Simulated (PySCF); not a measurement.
SMILES N(C)([SiH2]C[SiH2]C)C (C4H15NSi2), GFN2-xTB optimised geometry.

```
22

Si    -0.42     0.54    -3.15
C     -1.09    -0.47    -4.62
C     -0.83    -0.34    -1.53
Si    -0.24     0.60     0.00
N     -0.97    -0.09     1.40
C     -1.14    -1.51     1.57
C     -0.88     0.60     2.66
H     -1.03     1.88    -3.17
H      1.04     0.68    -3.29
H     -0.66    -1.47    -4.64
H     -2.17    -0.58    -4.56
H     -0.86     0.01    -5.56
H     -1.91    -0.49    -1.47
H     -0.38    -1.33    -1.55
H     -0.71     1.99     0.00
H      1.24     0.60     0.00
H     -2.05    -1.70     2.15
H     -0.30    -1.96     2.11
H     -1.24    -1.99     0.60
H     -1.77     0.39     3.26
H      0.00     0.29     3.24
H     -0.82     1.67     2.49
```

Density from CAM-B3LYP/def2-SVP (PySCF) at that geometry.

Minimum of the electron density along straight lines between bonded atoms, close to the bond critical point (lines longer than 1.1 times the sum of covalent radii, or with two minima, are not listed):

```json
[
 {"bond": "Si1–C2", "length / Å": "1.901", "ρ at the minimum / e bohr⁻³": "0.111", "∇²ρ there / e bohr⁻⁵": "0.32", "position (fraction from the first atom)": "0.38"},
 {"bond": "Si1–C3", "length / Å": "1.894", "ρ at the minimum / e bohr⁻³": "0.111", "∇²ρ there / e bohr⁻⁵": "0.32", "position (fraction from the first atom)": "0.38"},
 {"bond": "C3–Si4", "length / Å": "1.892", "ρ at the minimum / e bohr⁻³": "0.112", "∇²ρ there / e bohr⁻⁵": "0.33", "position (fraction from the first atom)": "0.62"},
 {"bond": "Si4–N5", "length / Å": "1.723", "ρ at the minimum / e bohr⁻³": "0.124", "∇²ρ there / e bohr⁻⁵": "0.74", "position (fraction from the first atom)": "0.40"},
 {"bond": "N5–C6", "length / Å": "1.441", "ρ at the minimum / e bohr⁻³": "0.275", "∇²ρ there / e bohr⁻⁵": "-0.80", "position (fraction from the first atom)": "0.61"},
 {"bond": "N5–C7", "length / Å": "1.440", "ρ at the minimum / e bohr⁻³": "0.276", "∇²ρ there / e bohr⁻⁵": "-0.80", "position (fraction from the first atom)": "0.61"},
 {"bond": "Si1–H8", "length / Å": "1.468", "ρ at the minimum / e bohr⁻³": "0.117", "∇²ρ there / e bohr⁻⁵": "0.33", "position (fraction from the first atom)": "0.49"},
 {"bond": "Si1–H9", "length / Å": "1.469", "ρ at the minimum / e bohr⁻³": "0.116", "∇²ρ there / e bohr⁻⁵": "0.33", "position (fraction from the first atom)": "0.49"},
 {"bond": "C2–H10", "length / Å": "1.086", "ρ at the minimum / e bohr⁻³": "0.272", "∇²ρ there / e bohr⁻⁵": "-0.98", "position (fraction from the first atom)": "0.63"},
 {"bond": "C2–H11", "length / Å": "1.086", "ρ at the minimum / e bohr⁻³": "0.272", "∇²ρ there / e bohr⁻⁵": "-0.98", "position (fraction from the first atom)": "0.63"},
 {"bond": "C2–H12", "length / Å": "1.086", "ρ at the minimum / e bohr⁻³": "0.272", "∇²ρ there / e bohr⁻⁵": "-0.99", "position (fraction from the first atom)": "0.63"},
 {"bond": "C3–H13", "length / Å": "1.090", "ρ at the minimum / e bohr⁻³": "0.267", "∇²ρ there / e bohr⁻⁵": "-0.93", "position (fraction from the first atom)": "0.62"},
 {"bond": "C3–H14", "length / Å": "1.090", "ρ at the minimum / e bohr⁻³": "0.266", "∇²ρ there / e bohr⁻⁵": "-0.92", "position (fraction from the first atom)": "0.62"},
 {"bond": "Si4–H15", "length / Å": "1.466", "ρ at the minimum / e bohr⁻³": "0.118", "∇²ρ there / e bohr⁻⁵": "0.33", "position (fraction from the first atom)": "0.49"},
 {"bond": "Si4–H16", "length / Å": "1.477", "ρ at the minimum / e bohr⁻³": "0.115", "∇²ρ there / e bohr⁻⁵": "0.31", "position (fraction from the first atom)": "0.49"},
 {"bond": "C6–H17", "length / Å": "1.094", "ρ at the minimum / e bohr⁻³": "0.277", "∇²ρ there / e bohr⁻⁵": "-1.03", "position (fraction from the first atom)": "0.63"},
 {"bond": "C6–H18", "length / Å": "1.098", "ρ at the minimum / e bohr⁻³": "0.275", "∇²ρ there / e bohr⁻⁵": "-1.01", "position (fraction from the first atom)": "0.63"},
 {"bond": "C6–H19", "length / Å": "1.086", "ρ at the minimum / e bohr⁻³": "0.282", "∇²ρ there / e bohr⁻⁵": "-1.08", "position (fraction from the first atom)": "0.63"},
 {"bond": "C7–H20", "length / Å": "1.094", "ρ at the minimum / e bohr⁻³": "0.277", "∇²ρ there / e bohr⁻⁵": "-1.04", "position (fraction from the first atom)": "0.63"},
 {"bond": "C7–H21", "length / Å": "1.097", "ρ at the minimum / e bohr⁻³": "0.275", "∇²ρ there / e bohr⁻⁵": "-1.01", "position (fraction from the first atom)": "0.63"},
 {"bond": "C7–H22", "length / Å": "1.086", "ρ at the minimum / e bohr⁻³": "0.282", "∇²ρ there / e bohr⁻⁵": "-1.08", "position (fraction from the first atom)": "0.63"}
]
```
